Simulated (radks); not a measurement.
The numbers below are computed, except where a source is named.
Problem. Ba2+, configuration [Xe]. Level of theory: scalar-relativistic Kohn-Sham, revPBE, spin-polarised, spherical densities, finite nucleus; Fermi nuclear charge, rms radius 4.8378 fm (a radial shooting solver on a logarithmic mesh with Libxc functionals). Some entries of the table are withheld. Estimate them.

orbital,occ.,eigenvalue (hartree),r(max) (bohr),<r> (bohr)
1s,2,(1),0.01642,(2)
2s,2,-216.8813,0.09287,0.1098
2p,6,(3),0.07463,0.09619
3s,2,-46.14447,0.2663,0.2919
3p,6,-38.97614,0.2606,0.2899
3d,10,-28.56889,0.2152,0.2666
4s,2,-9.42230,0.6251,0.6739
4p,6,-7.11024,0.6537,0.7154
4d,10,-3.75283,0.6953,0.8000
5s,2,-1.68799,(4),1.633
5p,6,(5),1.669,1.894

Solution. 
(1) 1s eigenvalue (hartree): -1369.659
(2) 1s <r> (bohr): 0.02558
(3) 2p eigenvalue (hartree): -194.5224
(4) 5s r(max) (bohr): 1.473
(5) 5p eigenvalue (hartree): -1.13465
